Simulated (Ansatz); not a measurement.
Born–Oppenheimer molecular dynamics of Cl₄FTa (6 atoms, charge 0, multiplicity 1). It goes on from the last frame of an earlier run, with new velocities.

Computed with Ansatz 0.2.0, RHF/def2-SVP.

```yaml
ensemble: NVT, Nosé–Hoover chain
time_step: 1 fs
steps_asked: 166
set_temperature: 400 K
thermostat: time constant 100 fs, chain length 5
seed: 236548
```

First frame:

```xyz
6
Properties=species:S:1:pos:R:3
Ta -0.057 -0.033 0.043
F 1.915 0.065 -0.040
Cl 0.152 -0.004 2.365
Cl 0.010 0.142 -2.302
Cl -1.178 1.995 -0.230
Cl -1.256 -1.998 -0.032
```

Question: How far do the bonds stretch over the last three quarters of this one trajectory? (Pairs bonded in most of those frames.)

Answer: 
```csv
bond,mean (Å),spread (Å),shortest,longest
Ta1–F2,1.864,0.076,1.75,1.98
Ta1–Cl3,2.338,0.042,2.27,2.40
Ta1–Cl4,2.347,0.011,2.33,2.36
Ta1–Cl5,2.294,0.028,2.25,2.34
Ta1–Cl6,2.300,0.031,2.26,2.35
```

Mean temperature of the second half: 426 K. The conserved energy stayed within 0.18 meV per atom of its start (net change -0.15 meV per atom), so the integration is sound. A run of 0.17 ps of so small a system gives no equilibrium averages.

Time of the run: 12 min on 2 threads of Intel(R) Xeon(R) Platinum 8259CL CPU @ 2.50GHz (Skylake/Cascade Lake) (shared host), peak memory 0.32 GiB.
